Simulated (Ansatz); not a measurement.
In4P2Cl6. The state is a singlet with charge 0. Geometry r2SCAN-D4/def2-SVP; atoms count from 1.

| atom | x (Å) | y (Å) | z (Å) |
| --- | --- | --- | --- |
| In1 | -1.117 | -0.252 | 1.794 |
| In2 | -1.076 | 1.477 | -1.228 |
| In3 | -0.498 | -1.695 | -1.314 |
| In4 | 2.078 | 0.386 | -0.237 |
| P5 | -2.505 | -0.450 | -0.239 |
| P6 | 0.878 | 0.225 | -2.389 |
| Cl7 | 4.163 | 0.741 | 0.734 |
| Cl8 | -1.806 | 3.658 | -1.701 |
| Cl9 | -0.418 | -3.965 | -1.907 |
| Cl10 | -1.161 | -0.325 | 4.121 |
| Cl11 | 1.054 | -1.673 | 1.134 |
| Cl12 | 0.408 | 1.874 | 1.232 |

In the def2 sets In takes a core potential; there is no spin–orbit coupling. The structure comes from a short search, and lower isomers may exist.

Q: Estimate the Mulliken populations from the PBE0/def2-SVP orbitals of Ansatz.

A: 
```json
{"atom": "In1", "charge (e)": "0.58"}
{"atom": "In2", "charge (e)": "0.48"}
{"atom": "In3", "charge (e)": "0.48"}
{"atom": "In4", "charge (e)": "0.58"}
{"atom": "P5", "charge (e)": "-0.29"}
{"atom": "P6", "charge (e)": "-0.29"}
{"atom": "Cl7", "charge (e)": "-0.22"}
{"atom": "Cl8", "charge (e)": "-0.25"}
{"atom": "Cl9", "charge (e)": "-0.25"}
{"atom": "Cl10", "charge (e)": "-0.22"}
{"atom": "Cl11", "charge (e)": "-0.29"}
{"atom": "Cl12", "charge (e)": "-0.29"}
```
Mulliken values and Mayer orders depend strongly on the basis.

Q: And the Mayer bond orders between bonded heavy atoms (over 0.3)?

A: In1–P5 1.00 (2.47 Å); In1–Cl10 1.12 (2.33 Å); In1–Cl11 0.41 (2.68 Å); In1–Cl12 0.41 (2.68 Å); In2–P5 0.80 (2.59 Å); In2–P6 0.80 (2.59 Å); In2–Cl8 1.11 (2.35 Å); In3–P5 0.80 (2.60 Å); In3–P6 0.80 (2.59 Å); In3–Cl9 1.11 (2.35 Å); In4–P6 1.00 (2.47 Å); In4–Cl7 1.12 (2.33 Å); In4–Cl11 0.41 (2.68 Å); In4–Cl12 0.41 (2.68 Å).
